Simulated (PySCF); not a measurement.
**C₆ coefficients of unlike pairs at PBE**

Calculated with PySCF 2.14 from the dipole response of each species, C₆(A,B) = (3/π) ∫ α_A(iu) α_B(iu) du, in atomic units, from isotropic polarisabilities. For ions this is the dispersion term alone; charge-induced terms of lower order in 1/R come first.

| species | configuration | basis | relativity | α (bohr³) | C₆ (like pair) |
| --- | --- | --- | --- | --- | --- |
| Br³⁺ | [Ar] 3d10 4s2 4p2 (3P) | aug-cc-pwCVTZ-PP with ECP10MDF (8s7p6d4f1g) | core potential | 6.029 | 22.96 |
| Ga⁺ | [Ar] 3d10 4s2 (1S) | def2-TZVPPD (7s5p5d1f) | none | 18.22 | 89.86 |
| N²⁺ | [He] 2s2 2p1 (2P) | aug-cc-pwCVDZ (5s4p2d) | none | 2.600 | 3.691 |
| As⁺ | [Ar] 3d10 4s2 4p2 (3P) | aug-cc-pVQZ-PP with ECP10MDF (7s6p5d3f2g) | core potential | 17.00 | 103.0 |

Question: Estimate C₆ for Ga⁺ with Br³⁺.

Answer: The integral gives 42.19. The combination rule 2 C_A C_B / (C_A α_B/α_A + C_B α_A/α_B) gives 41.63 and the geometric mean 45.42.

No spin-orbit coupling is included.

The other pairs:

| pair | C₆ |
| --- | --- |
| As⁺, Ga⁺ | 95.45 |
| N²⁺, Ga⁺ | 17.24 |
| N²⁺, Br³⁺ | 9.188 |
| As⁺, N²⁺ | 19.03 |
| As⁺, Br³⁺ | 46.87 |
